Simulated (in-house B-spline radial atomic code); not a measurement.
**Ionising the copper ion Cu⁷⁺ with different functionals**

Computed with an all-electron radial atomic-structure program (B-spline basis): non-relativistic Hamiltonian, point nucleus, spin-polarised at highest spin, spherical fractional occupations for the functionals, and exact exchange of hybrids averaged over the configuration. The ionisation energy is the difference of two self-consistent energies, [Ar] 3d4 → [Ar] 3d3, without Breit or QED terms; ε is the level of the shell that loses the electron (its least bound occupied spin orbital).

```
   method                    rung  ΔSCF (eV)  -ε(3d) (eV)
     PBE0           global hybrid     168.95       158.28
    B3LYP           global hybrid     169.00       157.45
    TPSSh           global hybrid     168.79       155.59
   M06-2X           global hybrid          ?            ?
BHandHLYP           global hybrid     168.93       162.48
  r2SCAN0           global hybrid     169.48       158.91
    B97-1           global hybrid     168.87       157.50
    HSE06  range-separated hybrid     168.86       157.77
    wB97X  range-separated hybrid     168.53       160.03
CAM-B3LYP  range-separated hybrid     168.94       159.46
  LC-wPBE  range-separated hybrid          ?            ?
```

(1) What does LC-wPBE give?

(2) What does M06-2X give?

(3) Among the functionals, which spreads more, the ΔSCF values or the orbital energies?

(4) How do they compare with the NIST value?

Results:

(1) ΔSCF 168.81 eV, and -ε(3d) = 159.69 eV.

(2) ΔSCF 168.70 eV, and -ε(3d) = 162.88 eV.

(3) The orbital energies: ΔSCF values span about 0.94 eV and the orbital energies 7.29 eV; here energy differences depend much less on the functional than eigenvalues do.

(4) NIST lists 166 eV ± 2.1 (tabulated theory, ground level to ground level). Errors run from +2.53 to +3.48 eV; all lie within about twice that uncertainty, so the table can't rank the methods.
